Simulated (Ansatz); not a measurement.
CdMeCl (CH3CdCl). Total charge 0; singlet. Geometry PBE0-D4/def2-TZVP, basis def2-TZVP, Ansatz.

| run | HOMO (eV) | LUMO (eV) |
| --- | --- | --- |
| A | -7.89 | -1.19 |
| B | -8.29 | -0.83 |
| C | -7.14 | -1.89 |
| D | -10.70 | 1.74 |
| E | -7.79 | -1.07 |
| F | -7.28 | -1.37 |

In the def2 sets Cd takes a core potential; there is no spin–orbit coupling. HSE06 is defined as in plane-wave codes, on full-range PBE exchange.

Q: The runs used HF, HSE06, LDA (SPW92), PBE0, r2SCAN, r2SCANh. Estimate which is which.

A: A HSE06 (range-separated); B PBE0 (25 % exact exchange); C LDA (SPW92) (0 % exact exchange); D HF (100 % exact exchange); E r2SCANh (10 % exact exchange); F r2SCAN (0 % exact exchange). Exact exchange lowers occupied and raises empty levels; among semilocal functionals meta-GGAs tend to open the gap a little, and such runs are hard to tell apart. The gap grows from 5.26 eV (LDA (SPW92)) to 12.44 eV (HF).
